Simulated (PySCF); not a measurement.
BCl2H3OSi, SMILES ClB(O[SiH3])Cl. Geometry optimised at B3LYP-D3(BJ)/def2-SVP. The structure was generated by enumeration, and PubChem lists no compound with its InChIKey, so it may never have been made. One conformer was computed; it need not be the lowest.

Give the equilibrium geometry at B3LYP-D3(BJ)/def2-SVP (PySCF confirms it by a frequency run) as Cartesian coordinates in Å, and its point group. (The exact figures need the calculation; the answer reports its results.)

Several could match; the one computed here: point group Cs.
```xyz
8

B     -0.0950     0.4954     0.0000
Cl    -0.9115     2.0570     0.0000
Cl     1.6842     0.4503     0.0000
O     -0.8058    -0.6336     0.0000
Si    -0.3827    -2.2753     0.0000
H      0.4036    -2.5793     1.2234
H      0.4036    -2.5793    -1.2234
H     -1.6644    -3.0206     0.0000
```
Charge 0, spin multiplicity 1.
